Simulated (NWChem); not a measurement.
# BeHSI; SMILES [SH][Be][I]

```xyz
4

Be     0.0218     1.1162     0.0000
I      0.0082    -1.0550     0.0000
S      0.0490     3.0218     0.0000
H     -1.3030     3.0992     0.0000
```
Atoms are numbered in this order, from 1.

Results from NWChem. All runs use the structure optimised with PBE0/def2-SVP. def2 effective core potentials on I; no spin-orbit coupling. Ions are spin-unrestricted doublets at the neutral geometry; other ion states weren't tried. Functional: LC-ωPBE (HJS hole) with def2-SVP; rows give the range parameter ω in 1/bohr.

```csv
range parameter (1/bohr),"vertical ionisation energy, ΔSCF (eV)",−ε(HOMO) (eV),ΔSCF minus −ε(HOMO) (eV)
0.25,9.93,9.46,0.47
0.30,10.07,9.81,0.26
0.35,___,___,___
0.50,10.39,10.67,-0.28
0.60,10.43,10.90,-0.47
```

### Question
Some entries are withheld; supply them.

### Answer

- 0.35, vertical ionisation energy, ΔSCF (eV): 10.19
- 0.35, −ε(HOMO) (eV): 10.10
- 0.35, ΔSCF minus −ε(HOMO) (eV): 0.09
